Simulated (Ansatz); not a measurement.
This geometry of AlFH6N2O (11 atoms, charge 0, multiplicity 1) is a first-order saddle point.

Computed with RKS PBE0/6-31G* (Ansatz).

```xyz
11
Properties=species:S:1:pos:R:3
Al 0.052 0.605 -0.141
O -0.136 -0.114 1.752
H -1.041 -0.413 1.924
N 1.599 0.208 -0.930
H 1.732 -0.585 -1.539
H 2.461 0.719 -0.814
N -1.497 -0.022 -0.804
H -2.148 -0.660 -0.373
H -1.825 0.216 -1.729
F 0.117 2.109 0.653
H -0.074 0.794 2.111
```

Which two structures does it join? (They come from a converged band through this point; their orientation in space is the band's.)

No bond is made or broken.  The two ends are copies of one structure, up to a mirror image or an exchange of like atoms.

Image 0:

```xyz
11
Properties=species:S:1:pos:R:3
Al 0.116 0.713 -0.113
O -0.087 -0.072 1.729
H -0.966 -0.401 1.382
N 1.598 0.216 -0.969
H 1.656 -0.547 -1.628
H 2.513 0.611 -0.811
N -1.488 -0.134 -0.460
H -2.288 0.449 -0.683
H -1.512 -0.930 -1.088
F -0.026 2.298 0.409
H -0.276 0.655 2.343
```

Image 6:

```xyz
11
Properties=species:S:1:pos:R:3
Al 0.118 0.714 -0.111
O -0.089 -0.059 1.735
H -0.966 -0.389 1.386
N 1.602 0.196 -0.950
H 1.631 -0.484 -1.695
H 2.526 0.559 -0.772
N -1.482 -0.136 -0.461
H -1.497 -0.953 -1.062
H -2.286 0.434 -0.702
F -0.035 2.302 0.404
H -0.283 0.676 2.339
```

How far does it lie above each of them?

0.216 eV above the first and 0.216 eV above the second. This is the barrier of this one path; another mechanism may lie lower.

The run took 2.1 min on 2 threads of Arm Neoverse V2, on a shared host, peak memory 0.21 GiB.
